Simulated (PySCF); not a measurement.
Ligand exchange on a metal centre used in film growth or etching (W Cl-F). Gas-phase values, no solvent.

Method: PySCF with B3LYP-D3(BJ)/def2-TZVP // r2SCAN-D4/def2-SVP. All candidates: neutral, multiplicity 1. B3LYP has the VWN-RPA correlation part, as in Gaussian. 

| Property | Result |
|---|---|
| LUMO | -5.37 eV |
| HOMO | -9.76 eV |
| dipole moment | 1.38 D |

Which member has these values?
A) [W(Cl)2(F)4]
B) [W(Cl)6]
C) [W(Cl)(F)5]
D) [W(Cl)5(F)]

A, [W(Cl)2(F)4]. The others give [W(Cl)(F)5]: -5.18 eV, -10.37 eV, 1.04 D; [W(Cl)5(F)]: -5.56 eV, -8.97 eV, 0.84 D; [W(Cl)6]: -5.44 eV, -8.92 eV, 0.00 D
